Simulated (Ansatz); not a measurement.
A nudged elastic band was laid between two geometries of C2H5AlSi (9 atoms, charge 0, multiplicity 1).

All numbers below come from RKS B3LYP-D4/def2-SVP (Ansatz).

```json
{"movable images": "9", "climbing image": "yes", "spring": "5.0 eV/Å²", "optimiser": "fire", "start path": "IDPP", "force threshold": "0.05 eV/Å", "iteration limit": "60", "end points": "relaxed", "largest step": "0.5 Å"}
```

Initial state:

```xyz
9
Properties=species:S:1:pos:R:3
Si -0.033 1.093 -1.127
C 0.035 -0.127 0.282
C -0.201 -1.485 0.333
Al 0.263 -0.834 2.013
H -0.438 0.436 -2.411
H -1.013 2.177 -0.817
H 1.306 1.727 -1.318
H -0.493 -2.139 -0.502
H 0.576 -0.848 3.547
```

Final state:

```xyz
9
Properties=species:S:1:pos:R:3
Si -0.408 0.925 -1.202
C -0.018 -0.152 0.270
C 1.090 -0.910 0.587
Al -0.202 -1.040 1.921
H -1.655 0.444 -1.868
H -0.641 2.331 -0.754
H 0.703 0.921 -2.206
H 2.007 -1.028 -0.008
H -0.876 -1.491 3.260
```

(1) What changes between the two ends?

(2) Give the energies along the band, and the barrier.

(3) What is the geometry of the highest image?

The band took 15 iterations and roughly 8 core-minutes.

Answers

(1) No bond is made or broken. The dihedral H5–Si1–C2–C3 goes from 1 to 122°. The two ends are copies of one structure, up to a mirror image or an exchange of like atoms.

(2) It converged. The highest image is number 5 of 0 to 10, 3.6 kJ/mol above the ends, which have the same energy within 2 meV. Another band between the same ends (9 images) ends at a top of the same energy, where a vibrational analysis finds 1 clearly imaginary mode.

```tsv
image	path coordinate (Å)	energy (kJ/mol)	dihedral H5–Si1–C2–C3 (°)
0	0.00	0.0	1
1	0.39	0.4	13
2	0.77	1.3	25
3	1.16	2.4	36
4	1.55	3.3	48
5	1.93	3.6	61
6	2.32	3.2	73
7	2.71	2.3	85
8	3.10	1.2	97
9	3.48	0.3	109
10	3.87	0.0	122
```

(3) 
```xyz
9
Properties=species:S:1:pos:R:3
Si -0.254 1.075 -1.125
C -0.015 -0.114 0.301
C 0.578 -1.360 0.345
Al -0.055 -0.877 2.023
H -1.079 0.446 -2.203
H -0.940 2.323 -0.684
H 1.063 1.453 -1.724
H 1.043 -1.912 -0.486
H -0.342 -1.033 3.553
```

Run time: 7.6 min on 1 thread of Intel(R) Xeon(R) Processor @ 2.70GHz (shared host), peak memory 0.19 GiB.
